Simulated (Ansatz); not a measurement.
Consider the isomerisation: `CS[SiH]1CC1` → `C=C[SiH](C)S`.

Computed with Ansatz on PBE0-D4/def2-TZVP structures; ΔE is electronic, products minus reactants. CCSD(T)/CBS is the MP2 limit (def2-TZVPP, def2-QZVPP) plus CCSD(T) − MP2 in def2-TZVPP, frozen cores. DFT in def2-TZVPP. One conformer a species, not always the lowest.

`CS[SiH]1CC1`:

Z-matrix (Å, degrees):
```
C
S 1 1.819
H 1 1.090 2 106.6
H 1 1.089 2 110.9 3 118.8
H 1 1.090 2 111.2 3 -118.4
Si 2 2.109 1 100.4 3 178.8
C 6 1.846 2 120.4 1 85.9
C 6 1.841 2 117.7 1 143.2
H 6 1.480 2 115.6 1 -66.8
H 7 1.086 6 119.3 2 -150.7
H 7 1.085 6 119.2 2 -5.0
H 8 1.085 6 119.3 2 144.5
H 8 1.085 6 119.0 2 -0.4
```

`C=C[SiH](C)S`:

```xyz
13

C     1.472   -1.357    1.115
C     1.156   -0.453    0.191
Si   -0.508    0.367    0.129
C    -1.362    0.146   -1.513
S    -0.311    2.490    0.377
H     2.448   -1.835    1.153
H     0.762   -1.661    1.880
H     1.908   -0.180   -0.548
H    -1.318   -0.213    1.237
H    -0.752    0.550   -2.325
H    -1.534   -0.915   -1.709
H    -2.326    0.658   -1.523
H     0.364    2.402    1.535
```

CCSD(T)/CBS gives -23.8 kcal/mol.

(1) Another level gave -22.3 kcal/mol. Which?
A. B2PLYP/def2-TZVPP
B. revPBE-D4/def2-TZVPP
C. ωB97M-V/def2-TZVPP
D. B97M-V/def2-TZVPP

Largest T1 diagnostic among the species: 0.011.

Results:

(1) C. ωB97M-V -22.3, revPBE-D4 -19.4, B2PLYP -24.0, B97M-V -21.2 kcal/mol.

At CCSD(T), def2-SVP lies −0.8 kcal/mol from the extrapolated value and def2-TZVPP −0.4 kcal/mol. From BLYP to BHLYP (50 % exact exchange), in def2-TZVPP and without D4, ΔE moves by −0.8 kcal/mol.
